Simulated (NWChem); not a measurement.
Program: NWChem. System: H6ClNOSi2, charge 0, spin multiplicity 1, at a geometry optimised with PBE/def2-SVP. The structure started from a generated list of species. Level: TPSS/def2-SVP.

The NWChem input:

```
start mol
memory heap 200 mb stack 800 mb global 1000 mb
geometry units angstroms nocenter noautoz noautosym
  N     -1.555170     1.078231    -0.692071
  Si    -0.332489     0.188933     0.162273
  O     -0.647817     0.234862     1.806073
  Si     1.913894     0.836395    -0.040182
  Cl    -0.488706    -1.748505    -0.635061
  H     -1.609030     2.094663    -0.582722
  H     -1.799516     0.795098    -1.644073
  H     -1.590162     0.096375     2.021416
  H      2.104204     2.258958     0.420166
  H      2.310854     0.757720    -1.490645
  H      2.820721    -0.059338     0.758525
end
basis spherical
  * library def2-svp
end
dft
  xc xtpss03 ctpss03
  semidirect memsize 60000000 filesize 0
  iterations 100
  grid fine
end
task dft energy
```

Part of the output:

```
             Northwest Computational Chemistry Package (NWChem) 7.3.0
             --------------------------------------------------------

                                NWChem Input Module
                                -------------------

 Scaling coordinates for geometry "geometry" by  1.889725989
 (inverse scale =  0.529177249)

                             Geometry "geometry" -> ""
                             -------------------------

 Output coordinates in angstroms (scale by  1.889725989 to convert to a.u.)

  No.       Tag          Charge          X              Y              Z
 ---- ---------------- ---------- -------------- -------------- --------------
    1 N                    7.0000    -1.55517000     1.07823100    -0.69207100
    2 Si                  14.0000    -0.33248900     0.18893300     0.16227300
    3 O                    8.0000    -0.64781700     0.23486200     1.80607300
    4 Si                  14.0000     1.91389400     0.83639500    -0.04018200
    5 Cl                  17.0000    -0.48870600    -1.74850500    -0.63506100
    6 H                    1.0000    -1.60903000     2.09466300    -0.58272200
    7 H                    1.0000    -1.79951600     0.79509800    -1.64407300
    8 H                    1.0000    -1.59016200     0.09637500     2.02141600
    9 H                    1.0000     2.10420400     2.25895800     0.42016600
   10 H                    1.0000     2.31085400     0.75772000    -1.49064500
   11 H                    1.0000     2.82072100    -0.05933800     0.75852500

 Effective nuclear repulsion energy (a.u.)     366.5930296386

            Nuclear Dipole moment (a.u.)
            ----------------------------
        X                 Y               Z
 ---------------- ---------------- ----------------
     0.0000245664    -0.0000075589    -0.0000170075


 Summary of "ao basis" -> "" (spherical)
 ------------------------------------------------------------------------------
       Tag                 Description            Shells   Functions and Types
 ---------------- ------------------------------  ------  ---------------------
[...]
 Vector   33  Occ=2.000000D+00  E=-2.284835D-01
              MO Center= -8.3D-01,  8.0D-01, -3.7D-01, r^2= 3.4D+00
   Bfn.  Coefficient  Atom+Function         Bfn.  Coefficient  Atom+Function
  ----- ------------  ---------------      ----- ------------  ---------------
     4      0.429641   1 N  px                7     -0.365765   1 N  px
     6     -0.214241   1 N  pz               54     -0.179387   4 Si px
     9      0.177798   1 N  pz               57     -0.172941   4 Si px
    49      0.122791   4 Si s                22      0.115261   2 Si px
     5      0.113854   1 N  py               38      0.110971   3 O  pz

 Vector   34  Occ=0.000000D+00  E=-1.084727D-02
              MO Center=  6.8D-01,  6.2D-01, -1.4D-02, r^2= 4.7D+00
   Bfn.  Coefficient  Atom+Function         Bfn.  Coefficient  Atom+Function
  ----- ------------  ---------------      ----- ------------  ---------------
    58      0.707422   4 Si py               99     -0.596817   9 H  s
   109      0.552348  11 H  s                26      0.465873   2 Si py
     3     -0.429703   1 N  s                57     -0.304674   4 Si px
    89      0.259025   7 H  s                23      0.228253   2 Si py
    76      0.222771   5 Cl py               25     -0.208426   2 Si px

 Vector   35  Occ=0.000000D+00  E=-6.070262D-03
              MO Center=  6.8D-01,  5.2D-01,  1.7D-01, r^2= 5.0D+00
   Bfn.  Coefficient  Atom+Function         Bfn.  Coefficient  Atom+Function
  ----- ------------  ---------------      ----- ------------  ---------------
    59      0.771678   4 Si pz              104      0.649107  10 H  s
    27      0.504403   2 Si pz              109     -0.484456  11 H  s
    35     -0.432230   3 O  s                94      0.309849   8 H  s
     3      0.225037   1 N  s                99     -0.206347   9 H  s
    24      0.197629   2 Si pz              103      0.174660  10 H  s

 Vector   36  Occ=0.000000D+00  E= 1.514199D-02
              MO Center= -4.6D-01,  4.6D-01,  1.6D-01, r^2= 6.8D+00
   Bfn.  Coefficient  Atom+Function         Bfn.  Coefficient  Atom+Function
  ----- ------------  ---------------      ----- ------------  ---------------
    18     -0.800447   2 Si s                 3      0.739015   1 N  s
    57     -0.523063   4 Si px               84     -0.525386   6 H  s
    94     -0.512070   8 H  s                17     -0.480164   2 Si s
    35      0.452321   3 O  s                50      0.436725   4 Si s
    89     -0.355009   7 H  s                49      0.339288   4 Si s

 center of mass
 --------------
 x =  -0.04064665 y =  -0.11330165 z =  -0.00172866

 moments of inertia (a.u.)
 ------------------
         853.218277615519        -172.209020150566         -13.603723040132
        -172.209020150566         945.175106026698        -116.049735422650
         -13.603723040132        -116.049735422650        1198.831936602827

     Multipole analysis of the density
     ---------------------------------

     L   x y z        total         alpha         beta         nuclear
     -   - - -        -----         -----         ----         -------
     0   0 0 0     -0.000000    -33.000000    -33.000000     66.000000

     1   1 0 0     -0.708765     -0.354395     -0.354395      0.000025
     1   0 1 0      0.786903      0.393455      0.393455     -0.000008
     1   0 0 1     -0.240751     -0.120367     -0.120367     -0.000017

     2   2 0 0    -37.764219   -203.250746   -203.250746    368.737274
     2   1 1 0     -2.060175    -44.749581    -44.749581     87.438987
     2   1 0 1     -0.692674     -3.701113     -3.701113      6.709553
     2   0 2 0    -38.843241   -165.042672   -165.042672    291.242104
     2   0 1 1     -1.734695    -26.663316    -26.663316     51.591938
     2   0 0 2    -38.405442   -102.761914   -102.761914    167.118385

 Task  times  cpu:       19.2s     wall:       19.2s

 Total times  cpu:       19.2s     wall:       19.2s
```
